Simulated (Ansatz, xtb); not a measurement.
## AlH7O4Si: which of two structures lies lower

We compare a, `O[SiH2][O][Al@@H-]([OH])[OH2+]`, a singlet, with b, a singlet given by its coordinates. Both are isolated molecules in the gas phase, relaxed with PBE0-D4/def2-SVP; the shapes shown needn't be the lowest conformers.

a (Å):

```csv
atom,x (Å),y (Å),z (Å)
Al,-1.0718,0.0434,-0.2538
O,-2.7771,0.2200,-0.5112
O,-0.7389,1.3471,-1.6611
O,-0.3885,0.9655,1.0766
O,0.2211,3.2193,-0.1379
Si,0.1732,2.4446,1.3890
H,-3.4495,-0.4043,-0.2395
H,-0.3607,-1.3413,-0.5375
H,-1.6438,1.5644,-1.9382
H,1.5680,2.4638,1.9226
H,-0.7202,3.2311,2.2852
H,-0.3386,2.1713,-1.2605
H,0.8705,3.9152,-0.2789
```

b (Å):

```yaml
atoms:
  - { symbol: Al, position_ang: [-0.2207, 0.4110, -1.2035] }
  - { symbol: O, position_ang: [-0.8889, 0.4733, 0.4616] }
  - { symbol: O, position_ang: [-0.4639, 1.7379, -2.2543] }
  - { symbol: O, position_ang: [-0.2562, -1.2112, -1.7492] }
  - { symbol: O, position_ang: [1.2942, 0.8752, -0.2141] }
  - { symbol: Si, position_ang: [0.8173, 0.9473, 1.5132] }
  - { symbol: H, position_ang: [-1.4485, -0.2126, 0.8352] }
  - { symbol: H, position_ang: [-1.1512, 1.7875, -2.9180] }
  - { symbol: H, position_ang: [-0.0962, -1.4767, -2.6546] }
  - { symbol: H, position_ang: [2.1649, 1.2121, -0.4475] }
  - { symbol: H, position_ang: [0.5949, -0.3319, 2.2478] }
  - { symbol: H, position_ang: [0.0825, 2.1519, 1.9834] }
  - { symbol: H, position_ang: [2.2447, 1.2754, 1.9220] }
```

Close contacts (Å): Al1–O2 1.80, Al1–O3 1.71, Al1–O4 1.71, Al1–O5 1.87, Al1–Si6 2.96, O2–Si6 2.06, O5–Si6 1.79, O2–H7 0.96, O3–H8 0.96, O4–H9 0.96, O5–H10 0.96, Si6–H11 1.49, Si6–H12 1.49, Si6–H13 1.52.

Energies in hartree; the thermal terms are from GFN2-xTB frequencies at re-optimised GFN2-xTB minima (ideal gas, soft modes damped towards free rotors, one conformer each, 298.15 K, 1 atm) and include the zero-point energy:

|  | a | b |
| --- | --- | --- |
| E, CCSD(T)/def2-SVP | −835.208746 | −835.199543 |
| E, MP2/def2-SVP | −835.147704 | −835.138349 |
| E, MP2/def2-TZVPP | −835.990571 | −835.979251 |
| zero-point energy | 0.077750 | 0.077708 |
| H(298 K) − E | 0.089415 | 0.089947 |
| G(298 K) − E | 0.042915 | 0.042399 |

Problem. Correct the CCSD(T) difference for the basis set by the MP2 change, then work out ΔE, ΔE₀, ΔH and ΔG for a → b in kcal/mol (1 Eh = 627.51 kcal/mol) and the equilibrium ratio [b]/[a].

Solution. 1. Differences b − a: CCSD(T) +0.009203, MP2 in the small set +0.009355, MP2 in the large set +0.011320 Eh.
2. ΔE = +0.009203 + (+0.011320 − (+0.009355)) = +0.011168 Eh = +7.01 kcal/mol.
3. ΔE₀ = ΔE + ΔZPE = +0.011168 + (−0.000042) Eh = +6.98 kcal/mol.
4. ΔH = ΔE + (+0.000532) Eh = +7.34 kcal/mol.
5. ΔG = ΔE + (−0.000516) Eh = +6.68 kcal/mol, so ΔS = (ΔH − ΔG)/T = +9.2 J/(mol K).
6. kT = 0.9442 mEh, so K = [b]/[a] = exp(−ΔG/kT) = exp(−11.28) ≈ 1.3 × 10^−5.

Structure a is favoured at this temperature. An error of 1 kcal/mol in ΔG would change K by a factor of 5.4. Mirror images and further conformers aren't counted.

Other levels gave ΔE = +5.6 (PBE0-D4/def2-SVP); +7.7 (HF/def2-SVP); +5.9 (MP2/def2-SVP); +5.8 (CCSD(T)/def2-SVP) kcal/mol. The correlated steps freeze 14 core orbitals. Programs: Ansatz 0.2.0, xtb 6.7.1.
